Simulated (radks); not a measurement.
These are the eigenvalues of the occupied orbitals of an atom or ion with whole-number occupations (Ry). Calculated with a radial shooting solver on a logarithmic mesh with Libxc functionals: Dirac Kohn-Sham, exchange-only PBE, spin-unpolarised, spherical densities, finite nucleus; Fermi nuclear charge, rms radius of each element as measured or else 0.836 A^(1/3) + 0.57 fm.

1s1/2: -637.3287
2s1/2: -104.9943
2p1/2: -96.00983
2p3/2: -94.70154
3s1/2: -35.34876
3p1/2: -32.49257

Which element is it, and in what charge state? The configuration may be excited. Open shells, if any, fill j = l - 1/2 first.

Answer. Z = 28, nickel, charge +14: Ni14+ in [Ne] 3s2 3p2. The list shows which subshells hold electrons but not how many an open one holds; the 1s level, -318.66 hartree, gives Z - s = 25.2 by -(Z - s)^2/2, which with screening and relativity narrows Z to a few neighbours, and the depths of the outer levels then fix element, charge and occupations together.
